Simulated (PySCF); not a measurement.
Simulated absorption spectrum

C4H7ClSi2.
Geometry (GFN2-xTB, Å), atoms numbered from 1 in this order:
```
atom  x, y, z in Å
Cl1    2.839    1.155    1.539
Si2    1.558    0.653    0.044
C3    -0.029    1.645    0.235
C4    -1.244    1.135    0.041
Si5   -1.582   -0.654   -0.438
C6    -0.061   -1.682   -0.024
C7     1.157   -1.180    0.171
H8     2.224    0.963   -1.227
H9     0.069    2.687    0.525
H10   -2.108    1.777    0.175
H11   -2.732   -1.158    0.326
H12   -1.859   -0.735   -1.881
H13   -0.205   -2.754    0.071
H14    1.972   -1.851    0.422
```

Method used: PySCF 2.14.0, density-fitted response routines, TDDFT B3LYP/def2-SVPD, vertical, gas phase, core orbitals frozen in the response.

Computed states:

```
state  E (eV)       f
   S1    5.26  0.0066
   S2    5.64  0.0022
   S3    5.79  0.0008
   S4    5.86   0.058
   S5    6.16  0.0058
   S6    6.21  0.0004
   S7    6.54   0.016
   S8    6.78  0.0014
```

Broadening: Gaussians 0.5 eV wide at half height, area fixed by f = 4.319×10⁻⁹ ∫ε dν̃. The width is an assumption, not a result. The curve ends short of the highest state used, and states not computed would add to its high-energy end.

(1) What does the envelope look like, and where are its maxima?

(2) Coming from long wavelengths, where does ε first pass 100 L mol⁻¹ cm⁻¹?

(3) On this curve, what absorbance would a 10⁻³ mol/L sample give at 248 nm over a 1 cm path?

Answers

(1) 
E (eV), ε (L mol⁻¹ cm⁻¹) and a bar:
```
     4.51          1 
     4.56          2 
     4.61          3 
     4.65          6 
     4.70         11 
     4.75         20 
     4.80         34 
     4.85         55 
     4.89         77 #
     4.94        114 #
     4.99        159 #
     5.04        210 ##
     5.08        254 ##
     5.13        308 ###
     5.18        360 ###
     5.23        410 ####
     5.28        462 ####
     5.32        511 #####
     5.37        597 #####
     5.42        726 ######
     5.47        918 ########
     5.51       1125 ##########
     5.56       1454 #############
     5.61       1848 ################
     5.66       2277 ####################
     5.71       2694 ########################
     5.75       2985 ###########################
     5.80       3250 #############################
     5.85       3371 ##############################
     5.90       3331 ##############################
     5.94       3189 ############################
     5.99       2903 ##########################
     6.04       2539 #######################
     6.09       2153 ###################
     6.14       1792 ################
     6.18       1545 ##############
```

Maxima: 211 nm (5.86 eV), ε about 3400, made up of S4 (93%) (ε in L mol⁻¹ cm⁻¹; maxima over ε = 5, shares over 10%).

(2) At about 252 nm (4.92 eV), 0.34 eV below S1.

(3) 248 nm is 4.999 eV, where ε is about 170 L mol⁻¹ cm⁻¹, so A = ε c l ≈ 0.17 (Beer–Lambert, with the gas-phase spectrum and the assumed width).

One conformer stands for the species.
